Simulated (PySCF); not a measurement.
A side-by-side comparison of computed properties.

First species: C4H12AlN.
Numbering: `[CH3:1]/[CH:2]=[CH:3]/[CH2:4][AlH2-:5][NH3+:6]` (hydrogens: H7, H8, H9 on C1; H10 on C2; H11 on C3; H12, H13 on C4; H14, H15 on Al5; H16, H17, H18 on N6)

Second species: 3-methylbutanethioamide, C5H11NS.
Geometry (PBE0-D3(BJ)/def2-SVP, Å), atoms numbered from 1 in this order:
```
atom  x, y, z in Å
C1    -0.793    0.115    1.376
C2    -0.690   -0.542    0.005
C3    -2.001   -0.455   -0.763
C4     0.454    0.056   -0.821
C5     1.808   -0.115   -0.178
N6     2.465    1.022    0.093
S7     2.431   -1.602    0.181
H8    -1.012    1.193    1.286
H9     0.141   -0.001    1.947
H10   -1.603   -0.338    1.969
H11   -0.431   -1.605    0.153
H12   -1.934   -0.964   -1.737
H13   -2.822   -0.922   -0.196
H14   -2.286    0.594   -0.952
H15    0.250    1.125   -1.019
H16    0.491   -0.452   -1.798
H17    2.072    1.928   -0.127
H18    3.378    0.965    0.527
```

Levels: wB97X-D/def2-SVPD for dipole moment, HOMO energy, LUMO energy, HOMO–LUMO gap, static isotropic polarisability and electronic spatial extent ⟨r²⟩ about the centre of nuclear charge; TDDFT wB97X-D/def2-SVPD for lowest singlet excitation; PBE0-D3(BJ)/def2-SVP for rotational constant A and rotational constant C. Geometries: PBE0-D3(BJ)/def2-SVP. Each structure is a single optimised conformer of the isolated species, non-relativistic unless stated. Electronic properties by PySCF.

The conformers computed, where there is a choice (atom-mapped SMILES and torsion angles):
- `[CH3:1]/[CH:2]=[CH:3]/[CH2:4][AlH2-:5][NH3+:6]`: C2–C3–C4–Al5 97°, C3–C4–Al5–N6 -47°
- `[CH3:1][CH:2]([CH3:3])[CH2:4][C:5]([NH2:6])=[S:7]`: C1–C2–C4–C5 61°, C2–C4–C5–N6 -120°, H–N6–C5–C4 0°, H–N6–C5–C4 180°

Q: Which has the higher ⟨r²⟩?

A: The second: 1142 bohr² against 1052 bohr², a difference of 90 bohr².

Q: Which of the two has the higher rotational constant A, and by how much?

A: The first: 4.448 GHz against 3.369 GHz, a difference of 1.079 GHz.

Q: Which has the higher static isotropic polarisability?

A: The first: 94.5 au against 93.3 au, a difference of 1.2 au.

Q: Which of the two has the higher LUMO energy, and by how much?

A: The first: 1.41 eV against 0.77 eV, a difference of 0.64 eV.

Q: Which has the higher S1 energy?

A: The first: 5.64 eV against 3.46 eV, a difference of 2.18 eV.

Q: Which of the two has the higher rotational constant C, and by how much?

A: The first: 1.201 GHz against 1.157 GHz, a difference of 0.044 GHz.

Q: Which of the two has the higher HOMO–LUMO gap, and by how much?

A: The first: 9.30 eV against 8.70 eV, a difference of 0.60 eV.

Q: Which of the two has the higher dipole moment, and by how much?

A: The second: 4.40 D against 4.26 D, a difference of 0.14 D.

On the first: In atomic units the dipole is 1.68 e·bohr (1 au = 2.5417 D). The polarisability is 14.01 Å³ as a volume (1 au = 0.148185 Å³), or 1.69 au for each of the 56 electrons.

On the second: A dipole of 4.40 D is allowed in C1, and pure rotational transitions are dipole-allowed. The principal polarisabilities are 78.1, 96.3 and 105.6 au; their mean is the isotropic value.
